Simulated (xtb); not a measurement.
F3H3OSiZr, SMILES [F][Zr]([F])([F])[O][SiH3], multiplicity 1. All values are semi-empirical tight-binding results from xtb (GFN2-xTB unless named), good for trends rather than for accurate numbers. The structure is a stationary point at GFN2-xTB. The multiplicity is an assumed one; no other spin state was optimised. The structure was generated by enumeration; whether it is a known compound was not checked. One conformer was computed; it need not be the lowest.

Optimised geometry:

Bonded distances (Å): Zr1–F2 1.856, Zr1–F3 1.856, Zr1–F4 1.857, Zr1–O5 1.885, Zr1–Si6 2.946, O5–Si6 1.619, Si6–H7 1.530, Si6–H8 1.473, Si6–H9 1.475. Bond angles (°): F2–Zr1–F3 110.0, F2–Zr1–F4 109.6, F2–Zr1–O5 106.2, F2–Zr1–Si6 136.2, F3–Zr1–F4 111.6, F3–Zr1–O5 109.6, F3–Zr1–Si6 94.6, F4–Zr1–O5 109.7, F4–Zr1–Si6 92.8, O5–Zr1–Si6 30.1, Zr1–O5–Si6 114.2, Zr1–Si6–O5 35.7, Zr1–Si6–H7 70.2, Zr1–Si6–H8 124.5, Zr1–Si6–H9 120.3, O5–Si6–H7 105.8, O5–Si6–H8 108.7, O5–Si6–H9 108.9, H7–Si6–H8 111.4, H7–Si6–H9 111.3, H8–Si6–H9 110.5.

For metal compounds this method's bond lengths and energies can be far off.

- orbital gap = 4.26 eV
- zero-point energy = 19.3 kcal/mol
- G − E(el) at 298.15 K (modified RRHO) = -3.4 kcal/mol

### Question
Give the atomic charges and the Wiberg bond orders between heavy atoms. (An estimate is asked for; the answer gives what the named calculation found.)

### Answer
charges (e) Zr1 1.50, F2 -0.43, F3 -0.44, F4 -0.44, O5 -0.57, Si6 0.52, H7 -0.05, H8 -0.04, H9 -0.04. Bond orders Zr1–F2 0.88, Zr1–F3 0.87, Zr1–F4 0.87, Zr1–O5 0.86, O5–Si6 1.17.
